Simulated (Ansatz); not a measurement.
Potential energy curve for BH, singlet.

- RHF/aug-cc-pVQZ (Ansatz, a program for electronic structure)
- RMP2 = MP2 on RHF/aug-cc-pVQZ, frozen core (Ansatz)
- UHF/aug-cc-pVQZ (Ansatz)
- UMP2 = Ansatz with MP2 on UHF/aug-cc-pVQZ, frozen core
- UCCSD = CCSD on UHF/aug-cc-pVQZ, frozen core (Ansatz)
- UCCSD(T) = CCSD(T) on UHF/aug-cc-pVQZ, frozen core (Ansatz)
- RKS-CAM-B3LYP = Ansatz with restricted CAM-B3LYP/aug-cc-pVQZ
- UKS-CAM-B3LYP = unrestricted CAM-B3LYP/aug-cc-pVQZ (Ansatz)
- RKS-BLYP = restricted BLYP/aug-cc-pVQZ in Ansatz
- UKS-BLYP = Ansatz with unrestricted BLYP/aug-cc-pVQZ
- RKS-PBE = restricted PBE/aug-cc-pVQZ (Ansatz)
- UKS-PBE = unrestricted PBE/aug-cc-pVQZ run with Ansatz
- FCI = Ansatz with full CI/aug-cc-pVQZ, frozen core

All curves are set to zero at 1.24 Å and compared with full CI in the same basis at 1.24, 1.27, 1.32, 1.38, 1.44, 1.53, 1.66, 1.89, 2.08, 2.20, 2.48, 2.73, 3.02, 3.39, 3.75, 4.35, 4.96 Å.

Question: Which method stays most parallel to full CI over these points, and which least?

Answer: UKS-BLYP has the smallest spread and RHF the largest. In order (kJ/mol): UKS-BLYP 8.75, UKS-PBE 11.90, UCCSD(T) 12.50, UCCSD 19.09, UKS-CAM-B3LYP 29.67, UMP2 75.48, RKS-BLYP 98.92, RKS-PBE 112.95, UHF 118.71, RMP2 161.45, RKS-CAM-B3LYP 229.26, RHF 318.08.

Errors against full CI at some of the points (kJ/mol):

```
method         1.53 Å  1.89 Å  2.48 Å  3.02 Å  4.96 Å
-------------  ------  ------  ------  ------  ------
UKS-BLYP         -4.4    -8.8    -3.6    -7.6    -5.2
UKS-PBE          -6.9   -11.6    -1.4    -5.2   -11.9
UCCSD(T)         -0.1     0.4     8.7    10.9    -0.5
UCCSD             0.9     3.9    16.3    11.1    -2.8
UKS-CAM-B3LYP     3.9    13.4    21.1     4.5    -4.3
UMP2              8.6    31.3    22.7   -10.5   -30.2
RKS-BLYP         -4.4    -8.8    -1.8    21.0    90.1
RKS-PBE          -8.1   -12.7    -1.7    24.9   100.2
UHF              16.3    40.9    -9.6   -53.6   -77.8
RMP2              6.7    20.0    54.4    97.1   153.3
RKS-CAM-B3LYP     3.6    13.1    45.8    92.6   229.3
RHF              10.8    31.4    80.2   140.2   318.1
```

The restricted form behind RHF, RMP2, RKS-CAM-B3LYP, RKS-BLYP, RKS-PBE keeps the bonding electrons paired and can't separate into open-shell fragments. The T1 diagnostic of CCSD on the restricted reference of RMP2 exceeds 0.045 at 2.48 to 4.96 Å. The unrestricted determinant behind UHF, UMP2, UCCSD, UCCSD(T) is spin-contaminated at 0.99 to 4.96 Å (<S²> up to 1.0, against 0.00 for a pure singlet). The unrestricted determinant behind UKS-CAM-B3LYP is spin-contaminated at 0.99 to 1.32, 2.20 to 4.96 Å (<S²> up to 1.0, against 0.00 for a pure singlet). The unrestricted determinant behind UKS-BLYP is spin-contaminated at 0.99 to 1.24, 2.48 to 4.96 Å (<S²> up to 1.0, against 0.00 for a pure singlet). The unrestricted determinant behind UKS-PBE is spin-contaminated at 0.99 to 1.44, 2.48 to 4.96 Å (<S²> up to 1.0, against 0.00 for a pure singlet).
